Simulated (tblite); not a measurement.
Give a GFN2-xTB geometry of `[Si@@](C#N)([SiH3])(C)C(N)=O`.

```
atom  x, y, z in Å
C1     0.3027   -1.6651   -1.0942
Si2    0.2783   -0.1593    0.0807
Si3    2.1397    1.2259    0.0644
C4    -0.1333   -0.8927    1.7615
N5    -0.4078   -1.2989    2.7993
C6    -1.3303    0.8380   -0.3218
N7    -2.4455    0.5954    0.3949
O8    -1.3039    1.6549   -1.2247
H9    -0.5958   -2.2719   -1.0040
H10    0.3742   -1.3339   -2.1270
H11    1.1565   -2.3061   -0.8904
H12    1.9343    2.3866   -0.7975
H13    2.4531    1.6927    1.4185
H14    3.3080    0.4853   -0.4268
H15   -3.2884    1.1137    0.1951
H16   -2.4493   -0.0554    1.1607
```

Orientation and origin are arbitrary. Atoms count from 1 in this order. The 2 C–N bonds span 1.148 Å (C4≡N5, drawn triple) to 1.348 Å (C6–N7, drawn single), a spread of 0.200 Å. Of the pairs four or more bonds apart, C4···H16 is among the closest relative to their van der Waals radii: 2.53 Å, 87 % of the sum of Bondi's values. The 3 C–Si bonds span 1.879 Å (Si2–C4, drawn single) to 1.935 Å (Si2–C6, drawn single), a spread of 0.056 Å. N7 (nitrogen bound to a carbonyl carbon) is planar (angles 121.7°, 119.6° and 118.7°, sum 359.9°, 0.02 Å off the plane of its three neighbours).

Bonds between heavy atoms (Å): C1–Si2 1.910, Si2–Si3 2.320, Si2–C4 1.879, C4≡N5 1.148, Si2–C6 1.935, C6–N7 1.348, C6=O8 1.218.

The geometry is computed with GFN2-xTB (gas phase).

Point group: C1 (no symmetry element, even within 0.4 Å). Its GFN2-xTB frequencies are all real (lowest 28 cm⁻¹). The numbers are those of one conformer (C1–Si2–C6–N7 94°, Si2–C6–N7–H 180° and 3°).
